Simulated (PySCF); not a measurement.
# Electronic structure of S+ (sulfur, charge +1) at the UHF level

Configuration: [Ne] 3s2 3p3, high-spin 4S determinant. Computed with PySCF 2.14 in cc-pV(T+d)Z (5s4p3d1f, 39 functions), with no relativity, point nucleus.

- Total energy: -397.170009 hartree
- One-electron energy: -542.9255 hartree
- Hartree (Coulomb) energy: 170.5457 hartree
- Exchange energy: -24.7902 hartree
- Kinetic energy: 397.14933 hartree
- ⟨S²⟩: 3.7508
- ⟨L²⟩: 0.000
- Sum of ⟨r⟩: 12.76 bohr
- Sum of ⟨r²⟩: 20.83 bohr²
- Density at the nucleus (Gaussians lack the cusp): 2630 bohr⁻³
- Spin density at the nucleus: 0.253 bohr⁻³
- Langevin diamagnetic susceptibility: -16.5 ×10⁻⁶ cm³/mol
- Time after the integrals: 0.09 s of wall time on 1 thread of Neoverse-V1 (shared host)

```json
{"shell": "1s α", "electrons": "1", "mean orbital energy (eV)": "-2515.7", "rms radius, mean of both spins (bohr)": "0.113"}
{"shell": "1s β", "electrons": "1", "mean orbital energy (eV)": "-2514.9", "rms radius, mean of both spins (bohr)": "0.113"}
{"shell": "2s α", "electrons": "1", "mean orbital energy (eV)": "-256.97", "rms radius, mean of both spins (bohr)": "0.518"}
{"shell": "2s β", "electrons": "1", "mean orbital energy (eV)": "-256.11", "rms radius, mean of both spins (bohr)": "0.518"}
{"shell": "2p α", "electrons": "3", "mean orbital energy (eV)": "-194.08", "rms radius, mean of both spins (bohr)": "0.492"}
{"shell": "2p β", "electrons": "3", "mean orbital energy (eV)": "-192.53", "rms radius, mean of both spins (bohr)": "0.492"}
{"shell": "3s α", "electrons": "1", "mean orbital energy (eV)": "-38.438", "rms radius, mean of both spins (bohr)": "1.79"}
{"shell": "3s β", "electrons": "1", "mean orbital energy (eV)": "-29.066", "rms radius, mean of both spins (bohr)": "1.79"}
{"shell": "3p α", "electrons": "3", "mean orbital energy (eV)": "-23.467", "rms radius, mean of both spins (bohr)": "2.04"}
```
